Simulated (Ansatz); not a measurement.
Born–Oppenheimer molecular dynamics of C2H4BNS (9 atoms, charge 0, multiplicity 1). It starts from a relaxed structure.

Level of theory: RKS BLYP/STO-3G (Ansatz 0.2.0).

```yaml
ensemble: NVT, Nosé–Hoover chain
time_step: 0.5 fs
steps_asked: 100
set_temperature: 700 K
thermostat: time constant 100 fs, chain length 1
temperature_schedule: 25 steps to 700 K, then 75 steps to 10 K
seed: 646696
```

First frame:

```xyz
9
Properties=species:S:1:pos:R:3
S -1.261 1.255 1.527
C 0.219 0.899 0.554
C 0.358 -0.164 -0.267
B 0.807 -1.241 -1.257
N -0.458 -1.337 -0.693
H -0.755 2.424 2.043
H 1.060 1.608 0.651
H 1.546 -1.757 -2.005
H -1.426 -1.734 -0.571
```

Task: How far do the bonds stretch over the last three quarters of this one trajectory? (Pairs bonded in most of those frames.)

Result: 
| bond | mean (Å) | spread (Å) | shortest | longest |
| --- | --- | --- | --- | --- |
| S1–C2 | 1.794 | 0.017 | 1.76 | 1.82 |
| S1–H6 | 1.380 | 0.020 | 1.35 | 1.41 |
| C2–C3 | 1.361 | 0.036 | 1.31 | 1.42 |
| C2–H7 | 1.121 | 0.058 | 1.03 | 1.20 |
| C3–B4 | 1.497 | 0.031 | 1.45 | 1.54 |
| C3–N5 | 1.516 | 0.022 | 1.48 | 1.56 |
| B4–N5 | 1.431 | 0.022 | 1.39 | 1.46 |
| B4–H8 | 1.180 | 0.038 | 1.11 | 1.24 |
| N5–H9 | 1.067 | 0.008 | 1.05 | 1.08 |

Mean temperature of the second half: 326 K. The conserved energy stayed within 0.52 meV per atom of its start (net change 0.2 meV per atom), so the integration is sound. The schedule's set-point averaged 240 K over the second half and the system 326 K, so it lags behind the ramp. A run of 0.05 ps of so small a system gives no equilibrium averages. Limits of this set-up: minimal basis.

Run time: 3.2 min on 1 thread of Arm Neoverse N1, with other jobs on the host, peak memory 0.077 GiB.
